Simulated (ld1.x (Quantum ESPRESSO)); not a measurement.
What the settings do to the TM potential of V (Z = 23)

Base potential:

- Element: V (Z = 23)
- Generator: ld1.x (Quantum ESPRESSO) 7.5
- Type: norm-conserving Troullier–Martins (Kleinman–Bylander form)
- Functional: LDA (PZ)
- Relativity: fully relativistic
- Frozen core: [Ne]
- Valence charge: 13
- Reference configuration: 3s2 3p6 3d3 4s2 4p0
- Partial waves: 3s (bound): rc 1.35 bohr; 3d (bound): rc 1.10 bohr; 3p (bound): rc 1.05 bohr
- Local potential: the p channel
- Core correction: Bessel-smoothed model core inside 0.95 bohr

Open shells are filled in proportion to 2j + 1 (rel_dist='average').

Occupied shells without a wave of their own: 4s. They enter only through the test configuration that unscreens the potential, and ld1.x also counts them in the model core charge.

All-electron outer shells of the reference configuration (LDA (PZ), scalar-relativistic, ld1.x):

```json
{"shell": "2s", "level (eV)": "-601.09", "outermost node (bohr)": "0.09", "outermost maximum (bohr)": "0.26"}
{"shell": "2p", "level (eV)": "-502.84", "outermost node (bohr)": "–", "outermost maximum (bohr)": "0.21"}
{"shell": "3s", "level (eV)": "-69.83", "outermost node (bohr)": "0.38", "outermost maximum (bohr)": "0.82"}
{"shell": "3p", "level (eV)": "-43.95", "outermost node (bohr)": "0.35", "outermost maximum (bohr)": "0.84"}
{"shell": "3d", "level (eV)": "-5.38", "outermost node (bohr)": "–", "outermost maximum (bohr)": "0.88"}
{"shell": "4s", "level (eV)": "-4.85", "outermost node (bohr)": "1.17", "outermost maximum (bohr)": "2.72"}
{"shell": "4p", "level (eV)": "-1.53", "outermost node (bohr)": "1.30", "outermost maximum (bohr)": "3.63"}
```

Cutoffs, loose and tight: the cutoffs (Ry, on a coarse ladder) from which the occupation-weighted sum of valence levels, in a spherical-Bessel basis at the reference potential, stays within 10 and 1 mRy of its value at 400 Ry. They do not see the model core or the augmentation charge, which bear on the density cutoff. Test errors are all-electron minus pseudo excitation energies from the reference, over the configurations 3s2 3p6 3d3 4s1 4p0; 3s2 3p6 3d3 4s0 4p0; 3s2 3p6 3d2 4s0 4p0; 3s2 3p6 3d2 4s2 4p1; 3s2 3p6 3d3 4s0 4p1; 3s2 3p6 3d3 4s0 4p2; 3s2 3p6 3d4 4s0 4p0. A dash means not determined; rows that change the core or the reference have their own tests.

With those shells counted twice in exchange and correlation these files are broken, and their errors move erratically; no question is asked of them.

Cutoffs are not given where the Bessel-basis levels miss the radial ones by over 6 mRy, ghosts where they miss by over 20 mRy; a channel whose overlap is not positive is not tested.

| change | outcome | bound ghosts | largest test error (meV) |
| --- | --- | --- | --- |
| base | generated, misses its reference levels by 0.56 eV | not determined | -1988 |
| all radii but the core radius scaled by about 0.76 (s 1.02, p 0.80, d 0.84 bohr) | generated, misses its reference levels by 0.56 eV | not determined | -1388 |
| all radii but the core radius scaled by about 0.82 (s 1.10, p 0.86, d 0.90 bohr) | generated, misses its reference levels by 0.56 eV | not determined | -1450 |
| all radii but the core radius scaled by about 0.89 (s 1.20, p 0.92, d 0.98 bohr) | generated, misses its reference levels by 0.56 eV | not determined | -1639 |
| all radii but the core radius scaled by about 1.04 (s 1.40, p 1.10, d 1.14 bohr) | generated, misses its reference levels by 0.56 eV | not determined | -2231 |
| all radii but the core radius scaled by about 1.10 (s 1.48, p 1.16, d 1.20 bohr) | generated, misses its reference levels by 0.56 eV | not determined | -2520 |
| all radii but the core radius scaled by about 1.18 (s 1.60, p 1.24, d 1.30 bohr) | generated, misses its reference levels by 0.56 eV | not determined | -3031 |
| all radii but the core radius scaled by about 1.23 (s 1.66, p 1.30, d 1.36 bohr) | generated, misses its reference levels by 0.56 eV | not determined | -3403 |
| all radii but the core radius scaled by about 1.33 (s 1.80, p 1.40, d 1.46 bohr) | generated, misses its reference levels by 0.56 eV | not determined | -3962 |
| all radii but the core radius scaled by about 1.41 (s 1.90, p 1.48, d 1.54 bohr) | generated, misses its reference levels by 0.59 eV | not determined | -4289 |
